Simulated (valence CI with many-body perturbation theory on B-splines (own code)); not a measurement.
**Forbidden lines of Hf⁺**

Calculated by valence CI with perturbative core correlation (CI+MBPT): three valence electrons over a frozen Dirac-Fock core [Xe] 4f14, radial functions for each j: 9 s, 9 p, 10 d, 8 f, 5 g, 3 h, 1 i, with the one-electron correlation potential Σ1 (screened to all orders), the two-electron term Σ2, the three-electron term Σ3, Breit, model QED; selected single and double excitations, second order for the rest (own B-spline code, finite nucleus).

Against 13 measured levels this calculation errs by 602 cm⁻¹ on average and by 1220 at most. These come from a selection out of the NIST Handbook of Basic Atomic Spectroscopic Data. Levels without a partner in it may be off by more, other configurations by 1,000 to 4,000 cm⁻¹. 1 measured level below the end of the list, from 34942 cm⁻¹ on, found no clear computed partner.

Lines 1 to 50 of 110 in falling wavelength, among levels below 5.492 eV, chosen from the decays that carry over 1 % of a level's rate. Wavelengths and rates use the calculated energies, so an error of 600 cm⁻¹ moves a line at 13460 Å by 8.1 % and its rate by three times that or more. Electric multipoles are in the length gauge, E1 and E2 with the static RPA response of the core. Weak lines are less certain than strong ones. Lines between different terms over intervals too small for the method are left out, as are lines whose strength nearly cancels and 4 of this kind that miss the measured wavelength by over 7 %. Branching is blank where the lifetime is uncertain.

Names give the largest LS component (configuration and term), which can be under half, so a name can repeat, a term be missing and a line seem to break the LS rules; names also repeat where a configuration has a term twice. Letters in brackets count levels of one name in rising energy.

```tsv
λ vac (Å)	λ from measured levels	Upper	Lower	Type	A (s⁻¹)	Branch %
1.043e+05		5d2.6s 4P_3/2	5d2.6s 4P_1/2	M1	1.78e-02	5.4
69710		5d3 4F_7/2	5d3 4F_5/2	M1	1.09e-01	4.6
66660		5d3 4F_5/2	5d3 4F_3/2	M1	7.45e-02	3.4
62040		5d2.6s 4P_5/2	5d2.6s 2F_5/2	M1	2.71e-02	4.1
50330	49570	5d2.6s 4F_9/2	5d2.6s 4F_7/2	M1	2.06e-01	100.0
41750		5d2.6s 2G_9/2	5d2.6s 2F_7/2	M1	2.43e-02	2.5
38570		5d2.6s 2G_7/2	5d2.6s 2F_7/2	M1	6.61e-02	5.0
36370		5d2.6s 2P_1/2	5d2.6s 4P_1/2	M1	5.43e-02	3.6
34340		5d2.6s 2F_7/2	5d2.6s 2F_5/2	M1	2.11e-01	22.3
33010		5d2.6s 2D_3/2 [b]	5d2.6s 2P_1/2	M1	7.52e-02	
30990		5d2.6s 2D_5/2	5d2.6s 2D_3/2 [a]	M1	2.09e-01	11.5
27520		5d2.6s 2D_3/2 [b]	5d2.6s 2D_3/2 [a]	M1	8.95e-02	
25910		5d2.6s 2D_5/2	5d2.6s 4P_5/2	M1	4.15e-01	22.8
24150		5d3 4F_3/2	5d2.6s 4P_3/2	M1	6.07e-02	
22660		5d2.6s 2D_5/2	5d2.6s 4P_3/2	M1	9.40e-02	5.2
20740		5d2.6s 2D_3/2 [b]	5d2.6s 4P_3/2	M1	1.88e-01	
19660		5d3 4F_5/2	5d2.6s 4P_5/2	M1	7.75e-02	3.5
18170		5d2.6s 2G_7/2	5d2.6s 2F_5/2	M1	2.97e-01	22.4
17730		5d3 4F_5/2	5d2.6s 4P_3/2	M1	3.59e-02	1.6
17300		5d2.6s 2D_3/2 [b]	5d2.6s 4P_1/2	M1	3.55e-02	
17190		5d2.6s 2F_5/2	5d2.6s 4F_7/2	M1	1.52e-01	10.0
17010		5d2.6s 2D_3/2 [b]	5d2.6s 2F_5/2	M1	1.17e-01	
14830		5d2.6s 2F_7/2	5d2.6s 4F_9/2	M1	1.89e-01	20.1
14550		5d2.6s 4P_3/2	5d2.6s 4F_7/2	E2	1.04e-02	3.1
14030		5d2.6s 4P_1/2	5d2.6s 4F_5/2	E2	5.18e-03	6.6
13460	14000	5d2.6s 4P_5/2	5d2.6s 4F_7/2	M1	2.68e-02	4.1
13460	14000	5d2.6s 4P_5/2	5d2.6s 4F_7/2	E2	8.59e-03	1.3
12370		5d2.6s 4P_3/2	5d2.6s 4F_5/2	M1	7.39e-02	22.3
12370		5d2.6s 4P_3/2	5d2.6s 4F_5/2	E2	1.93e-02	5.8
12290		5d3 4F_7/2	5d2.6s 2F_5/2	M1	3.27e-02	1.4
11910		5d2.6s 2F_5/2	5d2.6s 4F_3/2	M1	4.57e-01	30.2
11770		5d2.6s 4P_1/2	5d2.6s 4F_3/2	E2	4.09e-02	52.2
11740		5d2.6s 2F_5/2	5d.6s2 2D_5/2	M1	7.74e-02	5.1
11600		5d2.6s 4P_1/2	5d.6s2 2D_5/2	E2	1.68e-02	21.4
10950		5d2.6s 2G_9/2	5d2.6s 4F_9/2	M1	4.41e-01	46.0
10780		5d2.6s 2D_3/2 [a]	5d2.6s 4F_5/2	M1	2.70e-01	20.0
10580		5d2.6s 4P_3/2	5d2.6s 4F_3/2	M1	4.19e-02	12.6
10580		5d2.6s 4P_3/2	5d2.6s 4F_3/2	E2	7.68e-03	2.3
10440		5d2.6s 4P_3/2	5d.6s2 2D_5/2	M1	5.70e-02	17.2
10440		5d2.6s 4P_3/2	5d.6s2 2D_5/2	E2	5.16e-03	1.6
10120		5d2.6s 2P_1/2	5d2.6s 4F_5/2	E2	4.53e-02	3.0
10060		5d2.6s 2F_7/2	5d2.6s 4F_5/2	M1	7.54e-02	8.0
10060		5d2.6s 2F_7/2	5d2.6s 4F_5/2	E2	4.07e-02	4.3
9995	10160	5d2.6s 4P_5/2	5d2.6s 4F_3/2	M1	3.79e-02	5.7
9872	9583	5d2.6s 4P_5/2	5d.6s2 2D_5/2	M1	4.24e-01	64.2
9872	9583	5d2.6s 4P_5/2	5d.6s2 2D_5/2	E2	2.98e-02	4.5
9400		5d2.6s 2D_3/2 [a]	5d2.6s 4F_3/2	M1	2.34e-01	17.3
9400		5d2.6s 2D_3/2 [a]	5d2.6s 4F_3/2	E2	3.85e-02	2.8
9291		5d2.6s 2D_3/2 [a]	5d.6s2 2D_5/2	E2	1.09e-01	8.1
9291		5d2.6s 2D_3/2 [a]	5d.6s2 2D_5/2	M1	3.45e-02	2.6
```
